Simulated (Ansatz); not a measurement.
`CC[CH](C)[AlH2]`, charge 0, multiplicity 1.

Question: Give a relaxed structure at PBE0-D4/def2-TZVP (Ansatz). (Estimate.)

Answer: Computed: 
Z-matrix (Å, degrees):
```
C
C 1 1.520
H 1 1.102 2 111.6
H 1 1.093 2 111.3 3 119.9
H 1 1.092 2 112.4 3 -118.8
C 2 1.529 1 112.4 3 -62.5
H 2 1.099 1 109.5 3 174.5
H 2 1.097 1 109.2 3 59.1
Al 6 1.973 2 107.2 1 53.2
C 6 1.527 2 111.6 1 178.0
H 6 1.099 2 108.0 1 -62.8
H 9 1.594 6 117.9 2 54.1
H 9 1.593 6 123.0 2 -126.5
H 10 1.094 6 112.4 2 175.6
H 10 1.095 6 111.6 2 -63.7
H 10 1.097 6 111.4 2 55.6
```
This is one stationary point; other conformers may exist.
